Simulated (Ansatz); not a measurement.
`CN[SiH](C)O` and `C[SiH](O)[SnH3]` differ in one atom or group.

Ansatz, PBE0-D4/def2-TZVP geometries, multiplicity 1. Each molecule was computed in one conformer, which needn't be the lowest.

Elements past krypton have def2 core potentials.

```tsv
property	`CN[SiH](C)O`
HOMO–LUMO gap (PBE0/def2-TZVPP) / eV	7.66
HOMO–LUMO gap (PBE/def2-TZVPP) / eV	5.44
HOMO–LUMO gap (ωB97M-V/def2-TZVPP) / eV	11.43
LUMO energy (ωB97M-V/def2-TZVPP) / eV	2.32
HOMO energy (PBE0/def2-TZVPP) / eV	-6.75
size of the dipole moment (PBE/def2-TZVPP) / D	1.72
```

Question: Give the same properties after the change, and the shifts. (Best estimate.)

Answer: Computed: 
```csv
property,`C[SiH](O)[SnH3]`,shift
HOMO–LUMO gap (PBE0/def2-TZVPP) / eV,7.07,-0.59
HOMO–LUMO gap (PBE/def2-TZVPP) / eV,5.16,-0.28
HOMO–LUMO gap (ωB97M-V/def2-TZVPP) / eV,10.65,-0.78
LUMO energy (ωB97M-V/def2-TZVPP) / eV,1.29,-1.03
HOMO energy (PBE0/def2-TZVPP) / eV,-7.35,-0.60
size of the dipole moment (PBE/def2-TZVPP) / D,1.64,-0.08
```

With PBE0 the HOMO falls by 0.60 eV and the LUMO falls by 1.18 eV, so the gap narrows by about 0.58 eV. PBE moves the HOMO by -0.87 eV and ωB97M-V by -0.26 eV. Dipoles are sizes alone; their direction can turn.
